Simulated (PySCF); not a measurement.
**Krypton: a sound run and one with changed settings**

Sound run: Kr⁺ [Ar] 3d10 4s2 4p5, Kr²⁺ [Ar] 3d10 4s2 4p4. Computed with PySCF 2.14 in pcseg-2, with the non-relativistic Hamiltonian (point nucleus). In the sound run the correlated levels freeze [Ar] 3d10. The sound run starts from symmetry-adapted Hartree-Fock orbitals and uses a fine grid where one is needed.

A second run was set up differently.

| species | method | sound run (hartree) | changed run (hartree) | converged |
| --- | --- | --- | --- | --- |
| Kr⁺ | MP2 | -2751.67961 | -2751.79136 | yes |
| Kr²⁺ | MP2 | -2750.79514 | -2750.90473 | yes |

Ionisation energy of Kr⁺:

| method | sound run (eV) | changed run (eV) |
| --- | --- | --- |
| UHF | 23.255 | 23.255 |
| MP2 | 24.068 | 24.126 |
| SCS-MP2 | 24.064 | 24.101 |

**Question.** What was changed?
A. all electrons correlated in a valence basis
B. a valence shell is frozen
C. basis contracted for another Hamiltonian
D. too few SCF iterations

**Answer.** A. A valence basis has no tight correlating functions, so it recovers only part of the core correlation, and not evenly between atom and ion.
